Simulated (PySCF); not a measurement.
Vertical excitations of a molecule CH₁₁NSi₄ from PySCF with TDA-PBE0/def2-SVPD, as energy in eV (oscillator strength): 5.45 (0.003), 5.50 (0.009), 5.65 (0.057), 5.73 (0.054), 5.94 (0.132), 6.07 (0.054). Lowest triplet (TDA): 4.77 eV. Coordinates come from a PBE-D3(BJ)/def2-SVP optimisation. One conformer was computed; it need not be the lowest.

### Question
Which structure fits?
A. C[Si@H]1[SiH2][SiH2][Si@@H]1N
B. N[SiH2][SiH]1[SiH2]C[SiH2]1
C. CN[SiH]1[SiH2][SiH2][SiH2]1
D. C[Si]1(N)[SiH2][SiH2][SiH2]1

### Answer
B, N[SiH2][SiH]1[SiH2]C[SiH2]1
